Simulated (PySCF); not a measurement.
C4H5Br.

```xyz
10

C     -3.3974     0.0934    -0.3205
C     -2.2583    -0.8732    -0.2228
C     -1.0121    -0.6125    -0.5357
C      0.2267    -0.3474    -0.8456
Br     1.4741     0.3373     0.4076
H     -3.0667     1.0729    -0.6907
H     -4.1772    -0.2933    -0.9966
H     -3.8689     0.2327     0.6659
H     -2.4883    -1.8845     0.1417
H      0.6532    -0.4958    -1.8407
```
Charge 0, spin multiplicity 1.

Geometry optimised at PBE0-D3(BJ)/def2-SVP.

Computed with PBE0/pcSseg-1 (PySCF). Non-relativistic, no solvent.

Computed absolute GIAO shielding of each atom: isotropic value and principal components (ppm):
| atom | σ(iso) | σ11 | σ22 | σ33 | span |
|---|---|---|---|---|---|
| C1 | 166.7 | 157.3 | 161.6 | 181.2 | 24.0 |
| C2 | 82.1 | -5.1 | 91.1 | 160.4 | 165.4 |
| C3 | -35.1 | -61.7 | -45.5 | 1.9 | 63.6 |
| C4 | 90.8 | 24.2 | 103.8 | 144.6 | 120.4 |
| Br5 | 2139.3 | 1775.8 | 1800.0 | 2842.2 | 1066.4 |
| H6 | 29.5 | 25.6 | 29.0 | 33.8 | 8.2 |
| H7 | 29.4 | 25.4 | 27.0 | 35.8 | 10.3 |
| H8 | 29.4 | 25.5 | 27.1 | 35.5 | 10.0 |
| H9 | 25.5 | 22.5 | 26.4 | 27.6 | 5.0 |
| H10 | 25.3 | 19.7 | 24.9 | 31.3 | 11.6 |
